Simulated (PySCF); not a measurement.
# How methods differ on the ionisation energy of Ge³⁰⁺

Ge³⁰⁺ 1s2 (1S) → Ge³¹⁺ 1s1 (2S), as a difference of total energies. Calculation: PySCF 2.14, in an uncontracted even-tempered set (15 s from 40 bohr⁻², ratio 2.2; 7 p from 60 bohr⁻², ratio 2.4; 4 d from 180 bohr⁻², ratio 2.4; 3 f from 270 bohr⁻², ratio 2.4; 3 g from 410 bohr⁻², ratio 2.4); the non-relativistic Hamiltonian (point nucleus). Correlated levels: nothing frozen; virtual orbitals above 40 to 60 times the deepest correlated orbital energy dropped. The calculations carry no spin-orbit coupling.

```json
{"method": "UHF", "ionisation energy (eV)": "13391.0"}
{"method": "LDA", "ionisation energy (eV)": "13358.9"}
{"method": "PBE", "ionisation energy (eV)": "13386.8"}
{"method": "PBE0", "ionisation energy (eV)": "13388.2"}
{"method": "r2SCAN", "ionisation energy (eV)": "13392.4"}
{"method": "MN15", "ionisation energy (eV)": "13392.6"}
{"method": "MP2 (all electrons)", "ionisation energy (eV)": "13392.3"}
{"method": "SCS-MP2 (all electrons)", "ionisation energy (eV)": "13392.5"}
```

The gap to the reference is mostly relativistic.

For comparison: 13557.4 eV (theoretical estimate listed by NIST; NIST Atomic Spectra Database, ionization energies).
